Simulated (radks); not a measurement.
Values are calculated unless marked as measured or tabulated.
Species: Ni. Configuration: [Ar] 3d8 4s2. Level of theory: scalar-relativistic Kohn-Sham, LDA (Slater exchange, Perdew-Wang correlation), spin-polarised, spherical densities, finite nucleus; open shells are filled with parallel spins first; Fermi nuclear charge, rms radius 3.7757 fm (a radial shooting solver on a logarithmic mesh with Libxc functionals).

Radial electron density D(r) = 4 pi r^2 rho(r):

| r (bohr) | D(r) (e/bohr) | spin D(r) |
|---|---|---|
| 0.002057 | 0.8042 | 2.48e-07 |
| 0.002356 | 1.032 | 3.11e-07 |
| 0.0027 | 1.321 | 3.87e-07 |
| 0.003093 | 1.687 | 4.76e-07 |
| 0.003543 | 2.147 | 5.76e-07 |
| 0.00406 | 2.722 | 6.79e-07 |
| 0.004651 | 3.437 | 7.71e-07 |
| 0.005329 | 4.318 | 8.26e-07 |
| 0.006105 | 5.396 | 7.93e-07 |
| 0.006994 | 6.701 | 5.87e-07 |
| 0.008013 | 8.261 | 0 |
| 0.00918 | 10.10 | -0.00000102 |
| 0.01052 | 12.23 | -0.00000304 |
| 0.01205 | 14.66 | -0.00000661 |
| 0.01381 | 17.35 | -0.0000126 |
| 0.01594 | 20.43 | -0.0000232 |
| 0.01827 | 23.44 | -0.0000393 |
| 0.02093 | 26.42 | -0.0000640 |
| 0.02398 | 29.17 | -0.000101 |
| 0.02747 | 31.48 | -0.000153 |
| 0.03147 | 33.12 | -0.000222 |
| 0.03606 | 33.92 | -0.000304 |
| 0.04131 | 33.76 | -0.000381 |
| 0.04733 | 32.71 | -0.000407 |
| 0.05422 | 30.99 | -0.000271 |
| 0.06212 | 29.05 | 0.000250 |
| 0.07117 | 27.46 | 0.00159 |
| 0.08154 | 26.82 | 0.00452 |
| 0.09342 | 27.54 | 0.0104 |
| 0.107 | 29.70 | 0.0215 |
| 0.1226 | 32.84 | 0.0411 |
| 0.1405 | 36.05 | 0.0745 |
| 0.1609 | 38.14 | 0.128 |
| 0.1844 | 38.06 | 0.212 |
| 0.2113 | 35.35 | 0.334 |
| 0.242 | 30.42 | 0.503 |
| 0.2773 | 24.57 | 0.724 |
| 0.3177 | 19.49 | 0.993 |
| 0.364 | 16.55 | 1.29 |
| 0.417 | 16.20 | 1.60 |
| 0.4777 | 17.69 | 1.86 |
| 0.5473 | 19.58 | 2.03 |
| 0.6271 | 20.39 | 2.08 |
| 0.7184 | 19.37 | 1.99 |
| 0.8231 | 16.67 | 1.79 |
| 0.943 | 13.07 | 1.52 |
| 1.08 | 9.477 | 1.21 |
| 1.248 | 6.355 | 0.899 |
| 1.429 | 4.279 | 0.642 |
| 1.638 | 2.954 | 0.433 |
| 1.876 | 2.145 | 0.273 |
| 2.15 | 1.628 | 0.158 |
| 2.463 | 1.249 | 0.0796 |
| 2.822 | 0.9318 | 0.0311 |
| 3.233 | 0.6552 | 0.00477 |
| 3.704 | 0.4238 | -0.00646 |
| 4.243 | 0.2472 | -0.00872 |
| 4.861 | 0.1276 | -0.00688 |
| 5.57 | 0.05728 | -0.00413 |
| 6.381 | 0.02193 | -0.00198 |
| 7.311 | 0.007024 | -0.000771 |
| 8.376 | 0.001844 | -0.000241 |
| 9.596 | 0.0003880 | -0.0000597 |

D(r) has 3 maxima, at r = 0.0378, 0.172, 0.622 bohr, and minima at 0.0815, 0.397 bohr, inside which lie 2.10, 10.80 electrons.
